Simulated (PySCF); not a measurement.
# CdSi⁺: from constants to spectrum

PBE constants of CdSi⁺, ²Π (doublet), unpaired electrons π ↑ (basis Cd def2-SVP with ECP28, Si def2-SVP; scalar-relativistic core potentials; PySCF 2.14; masses 113.9034 and 27.9769 u):

- ωe: 209.5 cm⁻¹
- ωexe: 1.07 cm⁻¹
- Be: 0.10383 cm⁻¹
- αe: 0.000723 cm⁻¹
- De to Cd + Si⁺: 1.89 eV

Q: What force constant and bond length do these constants imply?

A: Reduced mass μred = 22.460 u; k = 5.8918×10⁻⁷·μred·ωe² (u, cm⁻¹, mdyn/Å) = 0.581 mdyn/Å; Re = √(16.8576/(μred·Be)) (u, cm⁻¹, Å) = 2.689 Å.

Q: Estimate the centrifugal constant D from the Kratzer relation and find the Dunham coefficient a1.

A: D = 4Be³/ωe² = 1.02e-07 cm⁻¹; a1 = −1 − αeωe/(6Be²) = -3.34.

Spin–orbit coupling is left out. For an ion De counts to the pair picked by the measured ionisation energies or electron affinities, which need not be the lowest pair at this level. The state is the lowest determinant that a PBE0 search found; another state may lie lower at other levels.
